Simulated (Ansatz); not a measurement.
Relaxation of BF3H (5 atoms, charge 0, multiplicity 2), to a largest force component of 0.03 eV/Å in at most 50 steps.

Theory: Ansatz, UKS B3LYP/def2-SVP.

```xyz
5
Properties=species:S:1:pos:R:3
B 0.000 0.000 -0.084
F 0.000 0.000 1.234
F 1.138 0.000 -0.738
F -1.138 0.000 -0.738
H 0.000 0.000 3.366
```

**Question.** Where does it end, and by what steps?

**Answer.** The forces met the threshold. The force dipped under the threshold on the way, but the program's further checks kept it going. After 6 steps the energy has fallen by 0.085 eV; H5 moved furthest, 0.73 Å.

```csv
step,energy less start (eV),largest force component (eV/Å),accepted
0,0.0000,0.397,yes
1,-0.0365,0.274,yes
2,-0.0679,0.095,yes
3,-0.0812,0.029,yes
4,-0.0835,0.021,yes
5,-0.0847,0.017,yes
6,-0.0850,0.005,yes
```

```xyz
5
Properties=species:S:1:pos:R:3
B 0.000 0.000 -0.264
F 0.000 0.000 1.050
F 1.138 0.000 -0.921
F -1.138 0.000 -0.921
H 0.000 0.000 4.096
```

Whether the end is a true minimum wasn't checked by a vibrational analysis.

Run time: 18 s on 1 thread of Arm Neoverse V1, on a shared host, peak memory 0.14 GiB.
